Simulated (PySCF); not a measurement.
C2H4Cl2Si2, SMILES [SiH3]C#C[SiH](Cl)Cl. Heavy atoms are numbered as in [SiH3:1][C:2]#[C:3][SiH:4]([Cl:5])[Cl:6]. Hydrogens are named by the atom that carries them.

Coordinates come from a PBE0-D3(BJ)/def2-SVP optimisation. The structure was generated by enumeration, and PubChem lists no compound with its InChIKey, so it may never have been made.

Calculation: PBE0/pcSseg-1 run with PySCF.

GIAO shieldings, no solvent; atoms alike by connectivity are averaged. δ = σ(ref) − σ: ²⁹Si against TMS (σ = 352.7 ppm); ¹³C against TMS (σ = 186.3 ppm); ³⁵Cl against HCl (σ = 945.9 ppm); ¹H against TMS (σ = 31.56 ppm), references at their B3LYP-D3(BJ)/def2-TZVP geometries, non-relativistic (without spin–orbit terms, shifts of atoms bonded to Cl or Br come out too high).

```tsv
nucleus	atoms	count	δ (ppm)
²⁹Si	Si4 (SiH)	1	-17.6
²⁹Si	Si1 (SiH3)	1	-93.5
¹³C	C2	1	118.3
¹³C	C3	1	117.7
³⁵Cl	Cl5	2	84.4
¹H	H on Si4	1	5.88
¹H	H on Si1	3	4.50
```
